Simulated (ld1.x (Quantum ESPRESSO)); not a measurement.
# What one change does to a pseudopotential (Ru, TM)

ld1.x (Quantum ESPRESSO) 7.5 input, shortened:

```
&input
   title='Ru', zed=44., rel=1, dft='PW91', iswitch=3,
   config='[Kr] 4d8 5s0 5p0'
 /
 &inputp
   pseudotype=2, tm=.true., lloc=-2, rcloc=1.55,
   nlcc=.false.
 /
3
4S  1  0   2.00   0.00  1.80  1.80  0.0
4P  2  1   6.00   0.00  1.40  1.40  0.0
4D  3  2   8.00   0.00  1.65  1.65  0.0
 &test
   configts(1)='4s2 4p6 4d8 5s0 5p0'
 /
```

All-electron outer shells of the reference configuration (PW91, scalar-relativistic, ld1.x):

```
shell  level (eV)  outermost node (bohr)  outermost maximum (bohr)
   3p     -444.45                   0.16                      0.36
   3d     -270.36                      –                      0.30
   4s      -73.66                   0.48                      0.92
   4p      -43.81                   0.49                      0.98
   5s       -3.45                   1.24                      2.83
   4d       -3.21                   0.48                      1.23
   5p       -0.59                   1.43                      4.55
```

Change: all radii scaled by about 0.75 (s 1.36, p 1.06, d 1.24 bohr); local potential all-electron potential smoothed inside 1.16 bohr (lloc = -2).

Cutoffs: the cutoffs (Ry, on a coarse ladder) from which the occupation-weighted sum of valence levels, in a spherical-Bessel basis at the reference potential, stays within 10 and 1 mRy of its value at 400 Ry; they do not see the model core or the augmentation charge, which bear on the density cutoff. Errors are all-electron minus pseudo energies relative to the spin-unpolarised reference configuration.

**Question.** Predict the effect on cutoff, ghosts and configuration errors.

**Answer.** The potential gets harder (60 Ry and 110 Ry → 120 Ry and 160 Ry); the bound ghost in s disappears; of the 7 tests that both files solve, the error grows in 2 and shrinks in 4 by more than 15 % and 0.3 meV (median size 4461.0 → 230.2 meV). A smaller radius makes the pseudo-wave follow the all-electron one further in, where it bends more sharply, so more plane waves are needed.

| quantity | base | changed |
| --- | --- | --- |
| cutoff, loose | 60 Ry | 120 Ry |
| cutoff, tight | 110 Ry | 160 Ry |
| loose cutoff by channel (10 mRy a level) | s 25 Ry, p 45 Ry, d 40 Ry | s 70 Ry, p 70 Ry, d 45 Ry |
| bound ghosts | s | none |
| error for 4s2 4p6 4d7 5s1 5p0, meV [ΔE 0.33 eV] | +4461 | +230 |
| error for 4s2 4p6 4d7 5s0 5p0, meV [ΔE 7.69 eV] | -0.4 | +1.0 |
| error for 4s2 4p6 4d6 5s0 5p0, meV [ΔE 25.94 eV] | -3.4 | +2.9 |
| error for 4s1 4p6 4d7 5s1 5p0, meV [ΔE 83.10 eV] | +6845 | +378 |
| error for 4s2 4p6 4d7 5s0 5p1, meV [ΔE 3.83 eV] | +5.0 | +13 |
| error for 4s2 4p6 4d6 5s1 5p0, meV [ΔE 10.51 eV] | +6135 | +372 |
| error for 4s2 4p6 4d6 5s2 5p0, meV [ΔE 2.03 eV] | +9901 | +581 |

Base: These tests converged, but a pseudo level misses the all-electron one widely, so the file describes the atom poorly there or has found another state: 4s2 4p6 4d7 5s1 5p0: 5s by 3.5 eV (a node warning on the way); 4s2 4p6 4d7 5s0 5p0: empty 5s by 3.2 eV; 4s2 4p6 4d6 5s0 5p0: empty 5s by 5.7 eV; 4s1 4p6 4d7 5s1 5p0: 5s by 5.7 eV; 4s2 4p6 4d6 5s1 5p0: 5s by 4.8 eV; 4s2 4p6 4d6 5s2 5p0: 4p by 4.3 eV (a node warning on the way). A true bound ghost makes a file unfit for plane-wave use even where its test errors are small: the radial tests pick states by their node count and pass the ghost by.
